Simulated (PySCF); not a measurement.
# SeS2: from structure and modes to constants

These are results of PBE0/[Se def2-TZVP, S def2-TZVP], no relativity, density fitting, PySCF, not measurements.

The singlet minimum has C2v symmetry. Masses (u): Se 79.91652, S 31.97207.

```xyz
3
charge 0 multiplicity 1, angstrom
Se    0.0000    0.4857    0.0000
S     0.0000   -0.6070    1.7270
S     0.0000   -0.6070   -1.7270
```

Harmonic wavenumbers (cm⁻¹): 204.1 (a1, ×1), 524.0 (a1, ×1), 546.0 (b2, ×1).

Problem. Find the principal moments of inertia and the rotational constants. What kind of rotor is it?

Solution. About the centre of mass I = 42.411, 190.72, 233.13 u Å². With B = 16.8576/I this gives 0.3975, 0.08839, 0.07231 cm⁻¹. The molecule is an asymmetric top with κ = -0.90.

Problem. Find the vibrational entropy and heat capacity at 298.15 K.

Solution. With u = 1.43878 ω/T, each mode gives S = R[u/(eᵘ−1) − ln(1−e⁻ᵘ)] and C = R u² eᵘ/(eᵘ−1)².
```csv
ω (cm⁻¹),u,S (J/(mol K)),C (J/(mol K))
204.1,0.985,8.77,7.67
524.0,2.529,2.51,5.01
546.0,2.635,2.31,4.80
```
The sums over all modes are S = 13.6 and C = 17.5 J/(mol K); the softest mode gives 65 % of the entropy.

Problem. Give the standard entropy (298.15 K, 1 bar) by its translational, rotational, vibrational and spin parts, and Cp.

Solution. Sackur–Tetrode with M = 143.86 u gives 170.8; rotation with symmetry number 2 gives 102.8; vibration 13.6; spin R ln 1 = 0.0. The total is 287.3 J/(mol K), and Cp = 4 R + 17.5 = 50.7 J/(mol K).
